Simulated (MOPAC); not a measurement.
Input for MOPAC: PM3 on CH6BeGe (SMILES [CH3][Be][GeH3]), a point of a bond scan (R = 2.706 Å).

```
PM3 1SCF PRECISE CHARGE=0 THREADS=1
CH6BeGe

Be    -0.18384765 1     1.04916504 1    -0.75458802 1
C     -0.41926256 1     2.39260940 1    -1.72082973 1
H     -1.22682849 1     3.03090250 1    -1.34594530 1
H     -0.68259427 1     2.11781029 1    -2.74808870 1
H      0.47837929 1     3.01783564 1    -1.77956966 1
Ge     0.12640089 1    -0.72133305 1     0.51880234 1
H      1.62229538 1    -2.64022072 1    -0.66527121 1
H      0.84789286 1    -0.39872335 1     1.84778085 1
H     -1.19190946 1    -1.41964363 1     0.92528940 1
```

Output:

```
*******************************************************************************
 **                                                                           **
 **                              MOPAC v23.2.5                                **
 **                                                                           **
 *******************************************************************************
 ** MOPAC's Digital Object Identifier: https://doi.org/10.5281/zenodo.6511958 **
 **                                                                           **
 ** Please cite the open-source release paper for use of this MOPAC version:  **
 ** J. E. Moussa and J. J. P. Stewart (2026)                                  **
 ** MOPAC: An open-source semiempirical molecular orbital program             **
 ** J. Open Source Softw., 11(119), 8025, https://doi.org/10.21105/joss.08025 **
 *******************************************************************************

                              PM3 CALCULATION RESULTS

 *******************************************************************************
 *  PM3        - The PM3 Hamiltonian to be used
 *
 *
 *
 *                 CHARGE ON SYSTEM = 0
 *
 *
 *
 *  PRECISE    - TIGHTER CRITERIA TO BE USED
 *  1SCF       - DO 1 SCF AND THEN STOP
 *  THREADS=1  - MULTI-THREADING NOT USED
 *  T=         - A TIME OF 172800.0 SECONDS REQUESTED
 *  DUMP=N     - RESTART FILE WRITTEN EVERY 7200.0 SECONDS REQUESTED
 *******************************************************************************
PM3 1SCF PRECISE CHARGE=0 THREADS=1
 CH6BeGe

   ATOM   CHEMICAL          X               Y               Z
  NUMBER   SYMBOL      (ANGSTROMS)     (ANGSTROMS)     (ANGSTROMS)

     1      Be         -0.18384765  *   1.04916504  *  -0.75458802  *
     2       C         -0.41926256  *   2.39260940  *  -1.72082973  *
     3       H         -1.22682849  *   3.03090250  *  -1.34594530  *
     4       H         -0.68259427  *   2.11781029  *  -2.74808870  *
     5       H          0.47837929  *   3.01783564  *  -1.77956966  *
     6      Ge          0.12640089  *  -0.72133305  *   0.51880234  *
     7       H          1.62229538  *  -2.64022072  *  -0.66527121  *
     8       H          0.84789286  *  -0.39872335  *   1.84778085  *
     9       H         -1.19190946  *  -1.41964363  *   0.92528940  *



          CARTESIAN COORDINATES

    NO.       ATOM           X           Y           Z

     1        Be         -0.1838      1.0492     -0.7546
     2         C         -0.4193      2.3926     -1.7208
     3         H         -1.2268      3.0309     -1.3459
     4         H         -0.6826      2.1178     -2.7481
     5         H          0.4784      3.0178     -1.7796
     6        Ge          0.1264     -0.7213      0.5188
     7         H          1.6223     -2.6402     -0.6653
     8         H          0.8479     -0.3987      1.8478
     9         H         -1.1919     -1.4196      0.9253

  H: (PM3): J. J. P. STEWART, J. COMP. CHEM. 10, 209 (1989).
 Be: (PM3): J. J. P. STEWART, J. COMP. CHEM. 10, 209 (1989).
  C: (PM3): J. J. P. STEWART, J. COMP. CHEM. 10, 209 (1989).
 Ge: (PM3): J. J. P. STEWART, J. COMP. CHEM. 12, 320-341 (1991).

           Empirical Formula: C H6 Be Ge  =     9 atoms



      MOLECULAR POINT GROUP   :   C1


      RHF CALCULATION, NO. OF DOUBLY OCCUPIED LEVELS = 8


 -------------------------------------------------------------------------------
 PM3 1SCF PRECISE CHARGE=0 THREADS=1
 CH6BeGe



     1SCF WAS SPECIFIED, SO BFGS WAS NOT USED
     SCF FIELD WAS ACHIEVED


                              PM3 CALCULATION
                                                       MOPAC v23.2.5 Linux




          FINAL HEAT OF FORMATION =        107.04115 KCAL/MOL =     447.86018 KJ/MOL


          COSMO AREA              =        130.91 SQUARE ANGSTROMS
          COSMO VOLUME            =        116.99 CUBIC ANGSTROMS

          IONIZATION POTENTIAL    =          9.508699 EV
          HOMO LUMO ENERGIES (EV) =         -9.509 -1.996
          NO. OF FILLED LEVELS    =          8
          MOLECULAR WEIGHT        =         99.6606         POINT GROUP:  C1

          MOLECULAR DIMENSIONS (Angstroms)

            Atom       Atom       Distance
            H     7    H     3     6.38298
            H     8    H     4     4.26324
            H     5    H     9     3.61010


          SCF CALCULATIONS        =          1





   ATOM   CHEMICAL          X               Y               Z
  NUMBER   SYMBOL      (ANGSTROMS)     (ANGSTROMS)     (ANGSTROMS)

     1      Be         -0.18384765  *   1.04916504  *  -0.75458802  *
     2       C         -0.41926256  *   2.39260940  *  -1.72082973  *
     3       H         -1.22682849  *   3.03090250  *  -1.34594530  *
     4       H         -0.68259427  *   2.11781029  *  -2.74808870  *
     5       H          0.47837929  *   3.01783564  *  -1.77956966  *
     6      Ge          0.12640089  *  -0.72133305  *   0.51880234  *
     7       H          1.62229538  *  -2.64022072  *  -0.66527121  *
     8       H          0.84789286  *  -0.39872335  *   1.84778085  *
     9       H         -1.19190946  *  -1.41964363  *   0.92528940  *

                             CARTESIAN COORDINATES

   1   Be       -0.183847650     1.049165040    -0.754588020
   2    C       -0.419262560     2.392609400    -1.720829730
   3    H       -1.226828490     3.030902500    -1.345945300
   4    H       -0.682594270     2.117810290    -2.748088700
   5    H        0.478379290     3.017835640    -1.779569660
   6   Ge        0.126400890    -0.721333050     0.518802340
   7    H        1.622295380    -2.640220720    -0.665271210
   8    H        0.847892860    -0.398723350     1.847780850
   9    H       -1.191909460    -1.419643630     0.925289400


           Empirical Formula: C H6 Be Ge  =     9 atoms



      MOLECULAR POINT GROUP   :   C1


                  EIGENVALUES
 -28.75217 -14.08996 -13.34187 -13.33469 -11.96246 -11.86437 -10.20189  -9.50870
  -1.99592  -0.28905   0.52527   3.08374   3.09843   3.45522   4.00623   4.71774
   4.82504   4.82704


              NET ATOMIC CHARGES AND DIPOLE CONTRIBUTIONS

  ATOM NO.   TYPE          CHARGE      No. of ELECS.   s-Pop       p-Pop
    1         Be           0.474105        1.5259     0.93114     0.59475
    2          C          -0.406300        4.4063     1.18029     3.22601
    3          H           0.046275        0.9537     0.95373
    4          H           0.045777        0.9542     0.95422
    5          H           0.045933        0.9541     0.95407
    6         Ge           0.057590        3.9424     0.61429     3.32812
    7          H          -0.006917        1.0069     1.00692
    8          H          -0.128232        1.1282     1.12823
    9          H          -0.128232        1.1282     1.12823
 DIPOLE           X         Y         Z       TOTAL
 POINT-CHG.     0.275     0.533    -1.199     1.340
 HYBRID        -0.072    -0.113     0.283     0.313
 SUM            0.204     0.420    -0.915     1.027


          ATOMIC ORBITAL ELECTRON POPULATIONS

     Atom    s        px        py        pz
    1 Be   0.93114   0.03135   0.36997   0.19343
    2  C   1.18029   1.02316   1.12779   1.07506
    3  H   0.95373
    4  H   0.95422
    5  H   0.95407
    6 Ge   0.61429   1.02255   1.18995   1.11561
    7  H   1.00692
    8  H   1.12823
    9  H   1.12823

 **********************
 *                    *
 * JOB ENDED NORMALLY *
 *                    *
 **********************




 == MOPAC DONE ==
```

The run finished.

Cost: roughly 0.03 core-seconds.
